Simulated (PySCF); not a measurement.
C2H7AlFN, SMILES C[NH][Al]([CH3])[F].

Coordinates come from a B3LYP-D3(BJ)/def2-SVP optimisation. The values are those of a single conformer.

Level of theory: TDA-PBE/def2-SVPD run with PySCF.

Vertical excitations. Isolated molecule, no solvent. State labels are in the subgroup Cs.

Give excitation energies, oscillator strengths and character. (Estimate from the structure and the level; the computed values follow.)


| state | symmetry | energy (eV) | λ (nm) | f | main pairs |
|---|---|---|---|---|---|
| S1 | A" | 4.65 | 267 | 0.025 | HOMO→LUMO 99 % |
| S2 | A' | 5.81 | 213 | 0.124 | HOMO→LUMO+1 92 % |
| S3 | A" | 5.85 | 212 | 0.010 | HOMO→LUMO+2 100 % |
| S4 | A" | 6.12 | 203 | 0.008 | HOMO→LUMO+3 99 % |
| S5 | A' | 6.62 | 187 | 0.167 | HOMO−1→LUMO 93 % |
| S6 | A" | 6.96 | 178 | 0.003 | HOMO→LUMO+4 78 %, HOMO−1→LUMO+1 18 % |
| S7 | A" | 7.01 | 177 | 0.008 | HOMO→LUMO+5 44 %, HOMO−1→LUMO+1 37 %, HOMO→LUMO+4 18 % |
| S8 | A" | 7.10 | 175 | 0.031 | HOMO→LUMO+5 52 %, HOMO−1→LUMO+1 42 % |
| S9 | A" | 7.36 | 168 | 0.004 | HOMO→LUMO+6 98 % |
| S10 | A' | 7.46 | 166 | 0.004 | HOMO→LUMO+7 98 % |
| T1 | A" | 4.39 | 282 | 0 | HOMO→LUMO 99 % |
| T2 | A' | 4.73 | 262 | 0 | HOMO→LUMO+1 99 % |
| T3 | A" | 5.72 | 217 | 0 | HOMO→LUMO+2 99 % |
| T4 | A" | 5.98 | 207 | 0 | HOMO→LUMO+3 99 % |
Triplets are in the Tamm–Dancoff approximation.
